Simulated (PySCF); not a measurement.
**Two-photon absorption: `[SiH3]C=C=C=CCl`, C$_{4}$H$_{5}$ClSi**

Molfile (atoms numbered from 1):
```
C4H5ClSi
     RDKit          3D

 11 10  0  0  0  0  0  0  0  0999 V2000
   -2.0399    0.5454    0.4519 Si  0  0  0  0  0  4  0  0  0  0  0  0
   -0.6609   -0.7026    0.2193 C   0  0  0  0  0  0  0  0  0  0  0  0
    0.6099   -0.3482    0.1706 C   0  0  0  0  0  0  0  0  0  0  0  0
    1.8238    0.0331    0.1269 C   0  0  0  0  0  0  0  0  0  0  0  0
    3.0871    0.4037    0.0739 C   0  0  0  0  0  0  0  0  0  0  0  0
    3.6047    2.0453    0.2119 Cl  0  0  0  0  0  0  0  0  0  0  0  0
   -2.8049    0.2336    1.6983 H   0  0  0  0  0  0  0  0  0  0  0  0
   -2.9908    0.4714   -0.6998 H   0  0  0  0  0  0  0  0  0  0  0  0
   -1.4541    1.9126    0.5430 H   0  0  0  0  0  0  0  0  0  0  0  0
   -0.9059   -1.7691    0.1188 H   0  0  0  0  0  0  0  0  0  0  0  0
    3.9124   -0.3011   -0.0639 H   0  0  0  0  0  0  0  0  0  0  0  0
  1  2  1  0
  2  3  2  0
  3  4  2  0
  4  5  2  0
  5  6  1  0
  1  7  1  0
  1  8  1  0
  1  9  1  0
  2 10  1  0
  5 11  1  0
M  END
```

The calculation used PySCF, TDDFT wB97X-D/def2-SVPD excited states, vertical, gas phase. Geometry: PBE0-D3(BJ)/def2-SVP.

(1) How strongly do the lowest singlets absorb one photon, and two photons of half the energy?

## Answers

(1) δ for parallel linear polarisation; σ at the peak of a Lorentzian of half width 0.1 eV, single beam; Ω is circular over linear.
| state | E (eV) | f | photon λ (nm) | δ (au) | σ (GM) | Ω | main |
| --- | --- | --- | --- | --- | --- | --- | --- |
| S1 | 3.93 | 0.000 | 631 | <0.1 | 0.00 | – | HOMO−1→LUMO 0.98 |
| S2 | 4.80 | 0.501 | 516 | 109 | 0.92 | 0.61 | HOMO→LUMO 0.91 |
| S3 | 5.04 | 0.001 | 492 | <0.1 | 0.00 | – | HOMO→LUMO+1 0.94 |
| S4 | 6.28 | 0.000 | 395 | 0.15 | 0.00 | 1.50 | HOMO−2→LUMO 0.97 |
| S5 | 6.73 | 0.001 | 369 | 17.2 | 0.28 | 1.50 | HOMO→LUMO+2 0.77, HOMO→LUMO+3 0.10 |

Among these, the strongest one-photon state is S2, the strongest two-photon state S2, with a dipole change of 1.1 D (relaxed, norm of the difference vector).
